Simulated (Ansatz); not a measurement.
Li2Br2. Charge 0, multiplicity 1. Geometry PBE0-D4/def2-TZVP, basis def2-TZVP, Ansatz.

```csv
atom,x (Å),y (Å),z (Å)
Li1,0.083,0.015,-1.335
Li2,-0.083,-0.015,1.335
Br3,1.883,-0.411,0.112
Br4,-1.883,0.411,-0.112
```

```csv
run,HOMO (eV),LUMO (eV)
A,-7.23,-1.19
B,-7.63,-0.88
C,-10.34,0.50
D,-6.70,-1.27
E,-10.47,0.63
F,-9.97,0.42
```

LC-ωPBE has ω = 0.4 bohr⁻¹. HSE06 is defined as in plane-wave codes, on full-range PBE exchange. The structure comes from a short search, and lower isomers may exist.

**Question.** The runs used B97M-V, HF, HSE06, LC-ωPBE, PBE0, ωB97X-V. Estimate which is which.

**Answer.** A HSE06 (range-separated); B PBE0 (25 % exact exchange); C LC-ωPBE (range-separated); D B97M-V (0 % exact exchange); E HF (100 % exact exchange); F ωB97X-V (range-separated). Exact exchange lowers occupied and raises empty levels; among semilocal functionals meta-GGAs tend to open the gap a little, and such runs are hard to tell apart. The gap grows from 5.43 eV (B97M-V) to 11.11 eV (HF).
